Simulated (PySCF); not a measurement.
CH7ClOSi3, SMILES O[Si@H]1[SiH2]C[Si@@H]1Cl.

The structure is a stationary point at B3LYP-D3(BJ)/def2-SVP. The structure was generated by enumeration; whether it is a known compound was not checked. The values are those of a single conformer.

Two levels are set side by side: PBE/def2-TZVP (PySCF) and PBE0/def2-TZVP (PySCF). Same geometry, gas phase. Differences are taken from unrounded values.

```csv
quantity,PBE0,PBE,PBE minus PBE0
orbital gap (eV),5.85,3.96,-1.89
highest occupied level (eV),-7.08,-6.02,1.06
lowest empty level (eV),-1.23,-2.07,-0.83
dipole moment (D),2.31,2.23,-0.08
mean polarisability (bohr³),107.6,111.7,4.0
```

PBE's occupied levels lie high since its potential decays too fast outside the molecule; exact exchange lowers them and widens the gap. PBE's more diffuse valence density responds more strongly to a field. Differences between two approximate levels are no errors against the true value.

Rough cost on one machine, each run with all the roots and properties that it gave: PBE0 against PBE within a factor of 2.
